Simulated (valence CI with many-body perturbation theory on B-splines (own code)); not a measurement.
The numbers below are computed, except where a source is named.
## Gd⁴⁹⁺: input, log and results

Level of theory: relativistic CI+MBPT: five valence electrons over a frozen Dirac-Fock core [Ne], radial functions for each j: 6 s, 6 p, 5 d, 3 f, 1 g, with the one-electron correlation potential Σ1 (screened to all orders), the two-electron term Σ2, the three-electron term Σ3, Breit, model QED; selected single and double excitations, second order for the rest, scaled by the run's own slope (own B-spline code, finite nucleus).

Command, and the settings that its task file holds:

```sh
python run_cv.py task.json out
```

```
atom Gd  Z=64  mass_number=158  rms_radius_fm=5.1569
core [Ne]
valence 3s2 3p3
avg = 1
basis = S
breit = 1
cap = 10000
capref = 1200
cscale = 1
de = 0.0
dress = 0
eps = 2e-08
extrap = 1
h = 0.27
hh = 1
l2 = 3
lcore = 6
maxit = 60
n2 = 5
natural = 1
nlev = 20
nno = [3, 3, 3, 2, 1]
nroot = 26
nsp = [3, 3, 2, 1, 0]
pt2 = 1
qed = 1
rpa = 1
s1 = 1
s2 = 1
s3 = 1
screen = 1
tol = 0.03
whole = 1
```

It took 22 s on 1 thread of AMD EPYC 7R43 64-Core Processor (Zen 3), with other jobs on the host.

Log. The first blocks belong to the next ion, which gives the ionisation energy. Fields: 2J, parity (1 odd), roots, reference size, generating configurations, candidates as configurations/state functions, variational space P, stored matrix elements, Davidson steps; e2 is the range of second-order energies in hartree. The first line gives the box (bohr), its intervals, the orbitals and the steps of their self-consistent field. Window is the range of levels sought, series limit the energy at which the first omitted orbital would enter, core excitation an estimate of the first excitation out of the core, left out the lowest levels not solved, and shifts from estimates the range by which levels moved from their first estimate, all in cm⁻¹.

```
rmax 1.7 intervals 55 orbitals 36 references ['3s2 3p3', '3s 3p4', '3s2 3p2 3d', '3s 3p3 3d', '3p5'] scf 4 t 0.9
2J=0 par=0 roots 2 ref 24 generators 8 cand 3160/5082 P 722/1000 nnz 0 it 0
2J=0 par=0 roots 2 ref 24 generators 8 cand 2458/4106 P 1653/2498 nnz 0 it 2
   second order: generators 17 cand 3363/5965 e2 -0.00001 -0.00001
reference levels 559, estimated 53, window 3292729 1/cm; series limit 23189013, core excitation 49013570
2J=3 par=1 roots 4 ref 66 generators 16 cand 7281/68271 P 946/3592 nnz 1.4e+06 it 2
2J=3 par=1 roots 4 ref 66 generators 23 cand 7541/71036 P 2048/9995 nnz 9.4e+06 it 2
   second order: generators 30 cand 9144/113965 e2 -0.00167 -0.00025
2J=5 par=1 roots 2 ref 65 generators 10 cand 6833/72930 P 790/3579 nnz 1.5e+06 it 2
2J=5 par=1 roots 2 ref 65 generators 17 cand 7695/85082 P 1779/9998 nnz 1e+07 it 2
   second order: generators 24 cand 8434/115069 e2 -0.00161 -0.00050
2J=1 par=1 roots 2 ref 41 generators 11 cand 6186/34129 P 1116/3548 nnz 1.3e+06 it 2
2J=1 par=1 roots 2 ref 41 generators 17 cand 6672/36821 P 2620/9996 nnz 8.1e+06 it 2
   second order: generators 25 cand 8559/63988 e2 -0.00027 -0.00013
2J=3 par=0 roots 6 ref 71 generators 15 cand 7281/68299 P 847/3592 nnz 1.5e+06 it 2
2J=3 par=0 roots 6 ref 71 generators 23 cand 7901/75477 P 1951/9990 nnz 9.1e+06 it 3
   second order: generators 34 cand 9978/108732 e2 -0.00250 -0.00099
2J=5 par=0 roots 7 ref 74 generators 18 cand 7619/85606 P 821/3594 nnz 1.6e+06 it 2
2J=5 par=0 roots 7 ref 74 generators 23 cand 7708/90119 P 1861/9993 nnz 9.2e+06 it 2
   second order: generators 37 cand 11515/154641 e2 -0.00404 -0.00173
2J=1 par=0 roots 4 ref 44 generators 14 cand 6999/40008 P 1146/3555 nnz 1.3e+06 it 2
2J=1 par=0 roots 4 ref 44 generators 19 cand 6988/41466 P 2598/9995 nnz 8.3e+06 it 2
   second order: generators 28 cand 8553/57558 e2 -0.00058 -0.00024
2J=7 par=0 roots 4 ref 54 generators 13 cand 7322/84083 P 770/3569 nnz 1.6e+06 it 2
2J=7 par=0 roots 4 ref 54 generators 17 cand 7431/86810 P 1634/9990 nnz 1e+07 it 2
   second order: generators 27 cand 9713/129028 e2 -0.00222 -0.00147
2J=9 par=0 roots 2 ref 34 generators 7 cand 5001/55744 P 728/3541 nnz 1.8e+06 it 2
2J=9 par=0 roots 2 ref 34 generators 12 cand 6632/69148 P 1649/10000 nnz 1.2e+07 it 2
   second order: generators 22 cand 7911/102389 e2 -0.00039 -0.00036
left out: unestimated 4760722, estimated 3909873, shifts from estimates -36 to 84
operators 0.8
```

The Davidson iterations converged. The settings are bad on purpose, so the numbers may not be properties of the ion.

No measured spectrum was set against this ion. As an estimate, large intervals hold to a few tenths of a per cent, small ones and those within an open d or f shell to about a per cent. Among the levels kept, up to 700 cm⁻¹ of a level comes from second order outside the variational space, and about a tenth of that is noise between levels of different J, which matters for small intervals.

```yaml
Valence_energy: -864.1939 hartree
Ionisation_energy: "4296.5 eV (NIST: 4294 ± 4 eV (theoretical))"
Reference_configurations_for_the_orbitals: 3s2 3p3, 3s 3p4, 3s2 3p2 3d, 3s 3p3 3d, 3p5
Radial_orbitals: 36
Box_radius: 1.686 bohr
Largest_variational_space: 10000
Lowest_levels: (3s^2 3p1/2^2 3p3/2) J=3/2 0, (3s^2 3p1/2 3p3/2^2) J=3/2 1343700, (3s^2 3p1/2 3p3/2^2) J=5/2 1425000, (3s^2 3p1/2 3p3/2^2) J=1/2 1527000, (3s^2 3p1/2^2 3d3/2) J=3/2 1534800, (3s^2 3p1/2^2 3d5/2) J=5/2 1939700, (3s 3p1/2^2 3p3/2^2) J=5/2 2469100, (3s 3p1/2^2 3p3/2^2) J=3/2 2670800, (3s 3p1/2^2 3p3/2^2) J=1/2 2673200, (3s^2 3p1/2 3p3/2 3d3/2) J=5/2 [a] 2865900, (3s^2 3p3/2^3) J=3/2 2883100, (3s^2 3p1/2 3p3/2 3d3/2) J=3/2 [a] 2883500, (3s^2 3p1/2 3p3/2 3d3/2) J=1/2 [a] 2885200, (3s^2 3p1/2 3p3/2 3d3/2) J=7/2 2948100 cm⁻¹
```

Levels are named by their leading jj configuration (3d3/2^4 stands for four electrons in 3d with j = 3/2), which in mixed levels can hold well under half, so a name can repeat and another be missing. Letters in brackets count levels of one name in rising energy.
